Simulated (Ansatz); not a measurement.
`N[SiH](Br)CO`, charge 0, multiplicity 1.

(1) Give a relaxed structure at PBE0-D4/def2-TZVP (Ansatz). (Estimate.)

Results:

(1) The calculation gave: 
Z-matrix (Å, degrees):
```
Si
Br 1 2.263
C 1 1.880 2 103.3
N 1 1.699 2 114.0 3 117.6
H 1 1.480 2 105.3 3 -122.2
O 3 1.421 1 110.3 2 58.9
H 3 1.094 1 109.1 2 175.7
H 3 1.098 1 111.4 2 -66.1
H 4 1.009 1 118.1 2 -74.2
H 4 1.007 1 121.1 2 69.3
H 6 0.964 3 107.6 1 -59.3
```
This is one stationary point; other conformers may exist.
